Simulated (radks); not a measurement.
The numbers below are computed, except where a source is named.
Ionisation of the hafnium ion Hf+, [Xe] 4f14 5d1 6s2, to [Xe] 4f14 5d2 as the strength of local exchange is varied. Code: a radial shooting solver on a logarithmic mesh with Libxc functionals. Model: Dirac Kohn-Sham, Slater X-alpha exchange (alpha = 2/3 is LDA exchange), no correlation, spin-unpolarised, spherical densities, point nucleus; open shells fill j = l - 1/2 first.

| alpha | E(Hf+) (hartree) | exchange (hartree) | IE (eV) | -e of the level emptied (eV) | <r> of it (bohr) |
|---|---|---|---|---|---|
| 0.667 | -15081.2046 | -293.0067 | 14.835 | 11.006 (6s1/2) | 3.142 |
| 0.725 | -15106.7067 | -319.0672 | 14.950 | 11.422 (6s1/2) | 3.106 |
| 0.759 | -15121.6779 | -334.3869 | 15.013 | 11.670 (6s1/2) | 3.086 |
| 0.776 | -15129.1694 | -342.0586 | 15.043 | 11.794 (6s1/2) | 3.076 |
| 0.803 | -15141.0760 | -354.2594 | 15.090 | 11.994 (6s1/2) | 3.060 |

NIST Atomic Spectra Database: 14.61 +/- 0.04 eV (theoretical). The central value is not met in this range of alpha. Spin polarisation and multiplet splitting are left out, so open shells lie too high by an amount that depends on their filling.

Beside tabulated values, note that spin-unpolarised runs miss the spin-polarisation part of the exchange energy of open shells.
